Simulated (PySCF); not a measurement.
Species: `c1c2c(CC2)c(OC)cc1`. The columns A, B, C and D hold Mulliken, IAO, Hirshfeld and ESP-fitted charges (e) of one PBE0/pcSseg-1 density (PySCF), in a shuffled order. Coordinates in Å (GFN2-xTB); the density's dipole moment is (0.96, 0.20, -0.02) D.

```tsv
atom	x	y	z	A	B	C	D
C1	3.043	-0.512	0.761	-0.035	-0.151	-0.033	-0.206
O2	1.684	-0.860	0.852	-0.490	-0.298	-0.113	-0.328
C3	0.773	-0.106	0.174	+0.216	+0.363	+0.069	+0.190
C4	1.063	1.006	-0.626	-0.163	-0.386	-0.084	-0.226
C5	0.071	1.719	-1.283	-0.085	-0.070	-0.054	-0.143
C6	-1.277	1.382	-1.196	-0.073	-0.429	-0.071	-0.191
C7	-1.554	0.290	-0.409	-0.180	+0.217	-0.004	+0.009
C8	-0.569	-0.432	0.254	-0.157	-0.102	-0.025	-0.037
C9	-1.558	-1.395	0.856	-0.076	-0.212	-0.066	-0.263
C10	-2.662	-0.588	0.114	-0.089	-0.118	-0.067	-0.269
H11	3.229	0.494	1.152	+0.110	+0.101	+0.044	+0.134
H12	3.575	-1.238	1.374	+0.132	+0.127	+0.055	+0.165
H13	3.408	-0.574	-0.270	+0.110	+0.101	+0.044	+0.134
H14	2.085	1.333	-0.746	+0.093	+0.172	+0.039	+0.147
H15	0.365	2.568	-1.885	+0.087	+0.152	+0.046	+0.151
H16	-2.034	1.951	-1.715	+0.064	+0.197	+0.047	+0.151
H17	-1.621	-1.367	1.942	+0.133	+0.100	+0.043	+0.146
H18	-1.448	-2.428	0.532	+0.133	+0.101	+0.043	+0.146
H19	-3.376	-0.085	0.764	+0.135	+0.068	+0.043	+0.145
H20	-3.201	-1.146	-0.649	+0.135	+0.068	+0.043	+0.145
```

Question: Which column most likely holds the ESP-fitted charges?

Answer: B. Σ q r misses the density's dipole by 0.01 D (B), 0.38 D (D), 0.60 D (C), 2.03 D (A). Charges fitted to the outside potential are the only set here that is tied to the molecule's multipoles.

Question: And the Hirshfeld charges?

Answer: C. The mean sizes are 0.052 e (C), 0.135 e (A), 0.166 e (D), 0.177 e (B), and Hirshfeld charges are commonly the smallest of these schemes.

As computed, A = Mulliken, B = ESP-fitted, C = Hirshfeld, D = IAO. Hydrogens on carbon: Mulliken +0.06 to +0.13, ESP-fitted +0.07 to +0.20, Hirshfeld +0.04 to +0.06, IAO +0.13 to +0.16 e.

The Mulliken scheme gives each basis function's population to the atom it is centred on and halves the overlap population of two atoms between them. The ESP scheme is a least-squares fit of atom-centred charges to the potential on four shells outside the van der Waals surface, with the total charge fixed.

Geometry: GFN2-xTB, one conformer, isolated molecule.

The values belong to the conformer `[CH3:1][O:2][c:3]1[cH:4][cH:5][cH:6][c:7]2[c:8]1[CH2:9][CH2:10]2`: C1–O2–C3–C4 0°.
